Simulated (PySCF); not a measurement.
**ZrSF₂: one-bond stretch**

Method: PySCF, PBE0, basis Zr def2-SVP with ECP28, S def2-SVP, F def2-SVP (scalar-relativistic core potentials, no spin–orbit coupling, density fitting).

Rigid scan from the singlet minimum (Zr–F 1.912 Å (×2), Zr–S 2.207 Å; F–Zr–F 119.3°, F–Zr–S 112.8° (×2)). Coordinate: the bond from Zr to the last atom (F) scaled, the rest fixed. Energies in kJ/mol from the minimum.

```tsv
scale of one bond	E (kJ/mol)	dipole size (D)
0.92	38.2	4.97
0.96	8.4	4.72
1.00	0.0	4.54
1.05	10.0	4.39
1.12	47.2	4.34
1.20	106.0	4.44
1.35	227.8	4.96
1.55	374.9	–
1.80	512.8	–
2.20	637.7	–
```

At long bonds a restricted determinant can lie too high, and another spin state can fall below this curve.

Other isomers or separated fragments may lie lower.

The scan took 12 s on 2 threads of a shared INTEL XEON PLATINUM 8581C @ 2.30GHz (Emerald Rapids) host; the process peaked at 0.92 GiB.
